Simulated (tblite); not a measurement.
Species: C6H10NSi (doublet state).
SMILES with atom numbers: `[CH:1]#[C:2]/[C:3]=[C:4](/[CH3:5])[SiH2:6][NH:7][CH3:8]` (hydrogens: H9 on C1; H10, H11, H12 on C5; H13, H14 on Si6; H15 on N7; H16, H17, H18 on C8)
Bond orders are those of one Lewis drawing.

Computed with GFN2-xTB (tblite), gas phase: L-BFGS steps from a force-field or distance-geometry start until the largest atomic force falls under 0.01 eV/Å.

At the end of the run (lengths in Å): C2–C3 1.321, Si6–N7 1.709, C4–Si6 1.910, N7–H15 1.009, C1≡C2 1.225, C4–C5 1.500, C1–H9 1.048, C2–C3–C4 160.4°, Si6–N7–C8 123.9°, C3–C4–Si6 121.5°, C3–C4–C5 124.3°, C2–C3–C4–C5 179°, C3–C4–Si6–N7 -8°, C4–Si6–N7–C8 174°, H13–Si6–C4–C3 117°, H15–N7–C8–H16 -175°.

Problem. These geometries were met on the way; a selection of coordinates is given. Order them by energy above the end point, lowest first.
A. C2–C3 1.437, Si6–N7 1.798, C4–Si6 1.834, N7–H15 1.063, C1≡C2 1.206, C4–C5 1.503, C1–H9 1.077, C2–C3–C4 119.9°, Si6–N7–C8 112.7°, C3–C4–Si6 125.0°, C3–C4–C5 118.3°, C2–C3–C4–C5 180°, C3–C4–Si6–N7 37°, C4–Si6–N7–C8 157°, H13–Si6–C4–C3 158°, H15–N7–C8–H16 -167°
B. C2–C3 1.344, Si6–N7 1.719, C4–Si6 1.944, N7–H15 0.998, C1≡C2 1.187, C4–C5 1.468, C1–H9 1.073, C2–C3–C4 128.5°, Si6–N7–C8 113.1°, C3–C4–Si6 116.9°, C3–C4–C5 126.3°, C2–C3–C4–C5 180°, C3–C4–Si6–N7 39°, C4–Si6–N7–C8 159°, H13–Si6–C4–C3 160°, H15–N7–C8–H16 -164°
C. C2–C3 1.344, Si6–N7 1.714, C4–Si6 1.901, N7–H15 1.006, C1≡C2 1.217, C4–C5 1.493, C1–H9 1.050, C2–C3–C4 139.3°, Si6–N7–C8 118.5°, C3–C4–Si6 114.6°, C3–C4–C5 128.8°, C2–C3–C4–C5 179°, C3–C4–Si6–N7 43°, C4–Si6–N7–C8 163°, H13–Si6–C4–C3 160°, H15–N7–C8–H16 -153°
D. C2–C3 1.339, Si6–N7 1.705, C4–Si6 1.915, N7–H15 1.005, C1≡C2 1.226, C4–C5 1.491, C1–H9 1.054, C2–C3–C4 143.2°, Si6–N7–C8 124.3°, C3–C4–Si6 112.4°, C3–C4–C5 131.2°, C2–C3–C4–C5 -179°, C3–C4–Si6–N7 45°, C4–Si6–N7–C8 173°, H13–Si6–C4–C3 168°, H15–N7–C8–H16 -135°
E. C2–C3 1.331, Si6–N7 1.712, C4–Si6 1.915, N7–H15 1.007, C1≡C2 1.225, C4–C5 1.495, C1–H9 1.053, C2–C3–C4 151.2°, Si6–N7–C8 126.1°, C3–C4–Si6 114.9°, C3–C4–C5 126.6°, C2–C3–C4–C5 -179°, C3–C4–Si6–N7 50°, C4–Si6–N7–C8 -173°, H13–Si6–C4–C3 170°, H15–N7–C8–H16 -122°

Solution. E (0.147 eV), D (0.246 eV), C (0.405 eV), B (0.664 eV), A (1.073 eV).

| step | E above end (eV) | rms distance from the end, all atoms (Å) | largest force (eV/Å) | rms shift of all bonds from the end (Å) |
| --- | --- | --- | --- | --- |
| 28 | 0.147 | 0.837 | 0.260 | 0.004 |
| 18 | 0.246 | 0.888 | 0.326 | 0.007 |
| 8 | 0.405 | 0.938 | 0.406 | 0.008 |
| 2 | 0.664 | 0.952 | 3.968 | 0.020 |
| 0 | 1.073 | 0.958 | 4.117 | 0.045 |

Rows stand in the order of the answer.
